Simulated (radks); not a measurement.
Results of a calculation; reference values are marked as such.
Q: Neutral dysprosium: order these configurations by energy. Level of theory: non-relativistic Kohn-Sham, PBE, spin-polarised, spherical densities, point nucleus (a radial shooting solver on a logarithmic mesh with Libxc functionals). Open shells are filled with parallel spins first. [Xe] 4f10 5d1 6s1; [Xe] 4f10 6s1 6p1; [Xe] 4f10 6s2; [Xe] 4f9 5d1 6s2; [Xe] 4f9 6s2 6p1.

A: From the lowest, in eV above it: [Xe] 4f10 6s2 0.000; [Xe] 4f10 5d1 6s1 1.216; [Xe] 4f10 6s1 6p1 1.671; [Xe] 4f9 5d1 6s2 5.494; [Xe] 4f9 6s2 6p1 8.059.
